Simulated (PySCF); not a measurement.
cyclohexasilane (H₁₂Si₆), SMILES [SiH2]1[SiH2][SiH2][SiH2][SiH2][SiH2]1.

The structure is a stationary point at B3LYP-D3(BJ)/def2-SVP.

The numbers are results of ωB97X/def2-TZVP run with PySCF, not measurements.

The total energy is -1744.21528 hartree and the point group is D3d. The highest occupied level is -9.92 eV, the lowest empty level comes out as 1.14 eV and the orbital gap is 11.06 eV. The dipole moment comes out as 0.00 D and the quadrupole, principal values (traceless, Buckingham form, about the centre of nuclear charge) is -0.01, 0.00, 0.01 D·Å.
